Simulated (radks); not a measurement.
Values are calculated unless marked as measured or tabulated.
Removal energies from the iron ion Fe6+, [Ar] 3d2, by Delta-SCF beside the eigenvalue of the level emptied. Level of theory: scalar-relativistic Kohn-Sham, BLYP, spin-polarised, spherical densities, finite nucleus; Fermi nuclear charge, rms radius of each element as measured or else 0.836 A^(1/3) + 0.57 fm (a radial shooting solver on a logarithmic mesh with Libxc functionals). Open shells are filled with parallel spins first.

removed from,final configuration,Delta-SCF (eV),-eigenvalue (eV)
3d,[Ar] 3d1,124.50,111.68
3p,[Ne] 3s2 3p5 3d2,176.54,163.99
3s,[Ne] 3s1 3p6 3d2,211.77,199.02
2p,[He] 2s2 2p5 3s2 3p6 3d2,851.51,816.01
